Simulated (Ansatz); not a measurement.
Gas-phase electronic energies from Ansatz, PBE0-D4/def2-TZVP geometries. CCSD(T)/CBS adds triple-zeta CCSD(T) − MP2 to the extrapolated MP2 energy (def2 sets, frozen cores). This one scheme is used for every species. Functionals use def2-TZVPP. B3LYP here is the variant with VWN-RPA as its local correlation; programs differ in this. Each species was taken in one conformer, which may not be the lowest.

Reaction (ligand exchange at a B–C bond): `CCBCC` + H₂S → `CCBS` + `CC`

```tsv
level	ΔE (kJ/mol)
B2PLYP	-101.4
B3LYP	-100.3
```

(1) What does CCSD(T)/CBS give? (An estimate is asked.)

Largest T1 diagnostic among the species: 0.012.

## Answers

(1) The calculation gave: -97.5 kJ/mol. The listed levels differ from it by -3.9, -2.8 kJ/mol.

From BLYP to BHLYP (50 % exact exchange), in def2-TZVPP and without D4, ΔE moves by +5.1 kJ/mol. At CCSD(T), def2-SVP lies −9.5 kJ/mol from the extrapolated value and def2-TZVPP −1.0 kJ/mol.
